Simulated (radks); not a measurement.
Isoelectronic series with 3 electrons, each ion in its NIST ground configuration. Method: Dirac Kohn-Sham, PBEsol, spin-unpolarised, spherical densities, finite nucleus; Fermi nuclear charge, rms radius of each element as measured or else 0.836 A^(1/3) + 0.57 fm; computed with a radial shooting solver on a logarithmic mesh with Libxc functionals. Total energies (hartree) and mean radii <r> (bohr):

ion    configuration  E (hartree)   2s1/2    1s1/2
Li          [He] 2s1     -7.38782   3.945   0.5839
Be+         [He] 2s1    -14.18762   2.301   0.4210
B2+         [He] 2s1    -23.24226   1.646   0.3289
C3+         [He] 2s1    -34.55158   1.286   0.2698
N4+         [He] 2s1    -48.11707   1.056   0.2286
O5+         [He] 2s1    -63.94090  0.8965   0.1984
F6+         [He] 2s1    -82.02566  0.7789   0.1751
Ne7+        [He] 2s1   -102.37438  0.6887   0.1568
Mg9+        [He] 2s1   -149.87772  0.5591   0.1295
Al10+       [He] 2s1   -177.04031  0.5110   0.1192
Si11+       [He] 2s1   -206.48283  0.4704   0.1103
P12+        [He] 2s1   -238.21023  0.4358   0.1027
S13+        [He] 2s1   -272.22789  0.4059  0.09604
Cl14+       [He] 2s1   -308.54158  0.3798  0.09019
